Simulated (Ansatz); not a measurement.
What each rung costs, and what it gives

The pair of Li⁺ (SMILES [Li+], atom 1) and BF₄⁻ (SMILES F[B-](F)(F)F, atoms 2–6), both closed shells, in one local arrangement (a lower one may exist), relaxed at PBE0-D4/def2-TZVP:

| atom | x (Å) | y (Å) | z (Å) |
| --- | --- | --- | --- |
| Li1 | 0.0106 | 0.0112 | -1.6254 |
| F2 | 0.7515 | 1.0512 | -0.1775 |
| B3 | -0.0028 | -0.0030 | 0.4309 |
| F4 | -1.2832 | 0.1260 | -0.1969 |
| F5 | 0.5354 | -1.1735 | -0.1938 |
| F6 | -0.0115 | -0.0118 | 1.7627 |

Interaction energies are counterpoise-corrected; the time is that of the whole pair.

Program: Ansatz 0.2.0. Basis: as named in each row. Cores are frozen in the correlated methods. The outer core shell of Li, Na, Mg and K is correlated. B3LYP uses VWN-RPA correlation. Extrapolation: Hartree–Fock as exp(−7.88 √X), correlation as X^−2.97.

Times are rough, for one single point on 4 threads of a shared host (Arm Neoverse V2).

The estimate by CCSD(T) at an estimated basis limit (MP2 extrapolated from triple and quadruple zeta, plus CCSD(T) − MP2 in triple zeta) is -149.16 kcal/mol.

```csv
method,basis,time (s),interaction energy (kcal/mol),method less estimate
HF,STO-3G,under 1,-179.92,-30.76
PBE-D4,STO-3G,under 1,-201.88,-52.72
SPW92,def2-SVP,under 1,-159.13,-9.97
PBE-D4,def2-SVP,under 1,-156.10,-6.94
B3LYP-D4,6-31G,under 1,-148.03,1.13
PBE0-D4,def2-SVP,under 1,-154.63,-5.47
revPBE-D4,def2-TZVPPD,2,-147.83,1.33
PBE-D4,def2-TZVPPD,2,-149.60,-0.44
BLYP-D4,def2-TZVPPD,2,-148.67,0.49
PBE0-D4,def2-TZVPPD,2,-150.12,-0.96
B3LYP-D4,def2-TZVPPD,2,-149.62,-0.47
HSE06-D4,def2-TZVPPD,2,-150.13,-0.97
CCSD(T),def2-SVP,2,-150.49,-1.34
wB97M-V,def2-SVP,3,-154.50,-5.34
r2SCAN-D4,def2-TZVPPD,3,-148.57,0.59
B2PLYP,def2-TZVPPD,4,-148.96,0.20
B97M-V,def2-TZVPPD,6,-148.83,0.33
wB97X-V,def2-TZVPPD,6,-148.76,0.40
wB97M-V,def2-TZVPPD,6,-149.32,-0.16
MP2,def2-QZVPPD,8,-148.33,0.83
CCSD(T),def2-TZVPPD,110,-147.35,1.81
```

No T1 diagnostic of these runs exceeds 0.013.
